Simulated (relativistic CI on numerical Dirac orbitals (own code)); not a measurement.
## Electric-dipole lines of Cr²³⁺

Calculated at this level of theory: Dirac equation for one electron, model QED (radiative potential, 1s self-energy scaled to tabulated hydrogen-like ionisation energies) (own radial code, finite nucleus).

CI space: 1s, 2s, 2p, 3s, 3p, 3d, 4s, 4p, 4d, 4f, 5s, 5p, 5d, 5f, 5g, 6s, 6p, 6d. Levels of other configurations are missing.

```
λ vac (nm)           Lower           Upper   A (s⁻¹)        gf  Branching (%)
   0.17657    1s ²S1/2 [1]   3p ²P°3/2 [8]  5.53e+13  1.03e-01           88.2
   0.20901    1s ²S1/2 [1]   2p ²P°3/2 [4]  2.06e+14  5.41e-01          100.0
   0.20956    1s ²S1/2 [1]   2p ²P°1/2 [2]  2.09e+14  2.75e-01          100.0
   0.75182   2p ²P°3/2 [4]   5d ²D5/2 [22]  3.13e+12  1.59e-01           65.2
   0.83361   2p ²P°1/2 [2]   4d ²D3/2 [12]  5.82e+12  2.43e-01           62.2
   0.83385    2s ²S1/2 [3]  4p ²P°3/2 [13]  3.21e+12  1.34e-01           11.9
   0.84194   2p ²P°3/2 [4]   4d ²D5/2 [15]  6.85e+12  4.37e-01           74.1
    1.1217   2p ²P°1/2 [2]    3d ²D3/2 [7]  1.81e+13  1.37e+00           83.1
    1.1222    2s ²S1/2 [3]   3p ²P°3/2 [8]  7.39e+12  5.58e-01           11.8
    1.1268    2s ²S1/2 [3]   3p ²P°1/2 [5]  7.61e+12  2.90e-01           12.1
    1.1360   2p ²P°3/2 [4]    3d ²D5/2 [9]  2.14e+13  2.49e+00           99.4
    1.1375   2p ²P°3/2 [4]    3d ²D3/2 [7]  3.57e+12  2.77e-01           16.4
    1.8927   3p ²P°3/2 [8]   6d ²D5/2 [30]  6.25e+11  2.01e-01           22.2
    2.2007   3p ²P°1/2 [5]   5d ²D3/2 [19]  9.47e+11  2.75e-01           19.5
    2.2012    3s ²S1/2 [6]  5p ²P°3/2 [20]  5.39e+11  1.57e-01            3.9
    2.2173    3d ²D3/2 [7]  5f ²F°5/2 [21]  1.42e+12  6.26e-01           59.4
    2.2173   3p ²P°3/2 [8]   5d ²D5/2 [22]  1.13e+12  4.99e-01           23.5
    2.2226    3d ²D5/2 [9]  5f ²F°7/2 [24]  1.51e+12  8.93e-01           63.5
    3.2074   3p ²P°1/2 [5]   4d ²D3/2 [12]  1.95e+12  1.20e+00           20.8
    3.2085    3s ²S1/2 [6]  4p ²P°3/2 [13]  1.00e+12  6.18e-01            3.7
    3.2245    3s ²S1/2 [6]  4p ²P°1/2 [10]  1.04e+12  3.23e-01            3.9
    3.2402    3d ²D3/2 [7]  4f ²F°5/2 [14]  4.29e+12  4.05e+00           93.1
    3.2403   3p ²P°3/2 [8]   4d ²D5/2 [15]  2.33e+12  2.20e+00           25.3
    3.2456   3p ²P°3/2 [8]   4d ²D3/2 [12]  3.91e+11  2.47e-01            4.2
    3.2502    3d ²D5/2 [9]  4f ²F°7/2 [16]  4.57e+12  5.80e+00           99.7
    3.2529    3d ²D5/2 [9]  4f ²F°5/2 [14]  3.05e+11  2.90e-01            6.6
    4.5120  4p ²P°1/2 [10]   6d ²D3/2 [28]  2.39e+11  2.91e-01            8.4
    4.5406  4p ²P°3/2 [13]   6d ²D5/2 [30]  2.86e+11  5.31e-01           10.2
    6.9363  4p ²P°1/2 [10]   5d ²D3/2 [19]  4.07e+11  1.18e+00            8.4
    6.9384   4s ²S1/2 [11]  5p ²P°3/2 [20]  2.40e+11  6.92e-01            1.7
    6.9767   4s ²S1/2 [11]  5p ²P°1/2 [17]  2.49e+11  3.63e-01            1.8
    6.9987   4d ²D3/2 [12]  5f ²F°5/2 [21]  8.02e+11  3.53e+00           33.6
    6.9988  4p ²P°3/2 [13]   5d ²D5/2 [22]  4.92e+11  2.17e+00           10.3
    7.0116  4p ²P°3/2 [13]   5d ²D3/2 [19]  8.26e+10  2.44e-01            1.7
    7.0173  4f ²F°5/2 [14]   5g ²G7/2 [23]  1.36e+12  8.06e+00           96.3
    7.0173   4d ²D5/2 [15]  5f ²F°7/2 [24]  8.58e+11  5.07e+00           36.1
    7.0237   4d ²D5/2 [15]  5f ²F°5/2 [21]  5.73e+10  2.54e-01            2.4
    7.0259  4f ²F°7/2 [16]   5g ²G9/2 [25]  1.41e+12  1.04e+01           99.8
    7.0298  4f ²F°7/2 [16]   5g ²G7/2 [23]  5.04e+10  2.99e-01            3.6
    7.0496  4p ²P°3/2 [13]   5s ²S1/2 [18]  1.52e+11  2.27e-01           15.4
    12.779  5p ²P°1/2 [17]   6d ²D3/2 [28]  1.22e+11  1.20e+00            4.3
    12.783   5s ²S1/2 [18]  6p ²P°3/2 [29]  7.87e+10  7.71e-01            1.0
    12.858   5s ²S1/2 [18]  6p ²P°1/2 [26]  8.18e+10  4.05e-01            1.0
    12.885  5p ²P°3/2 [20]   6d ²D5/2 [30]  1.49e+11  2.22e+00            5.3
    12.984  5p ²P°3/2 [20]   6s ²S1/2 [27]  6.32e+10  3.19e-01            9.7
```

Terms are leading LS components. Brackets give the number of a level in order of energy, since labels repeat. The list gives strong lines, with weight on those to low levels, without lines whose two gauges differ by over a factor of 2.5. Levels whose partners in the same complex of configurations lie outside the list can be far off, and so can their lines. Rates are taken at the computed energies, electric ones in the length gauge.

From the table, what is the radiative lifetime of 5d ²D5/2?

The listed rates from this level add up to about 4.75e+12 s⁻¹, 99 % of its decay; with all channels τ = 2.08e-13 s.
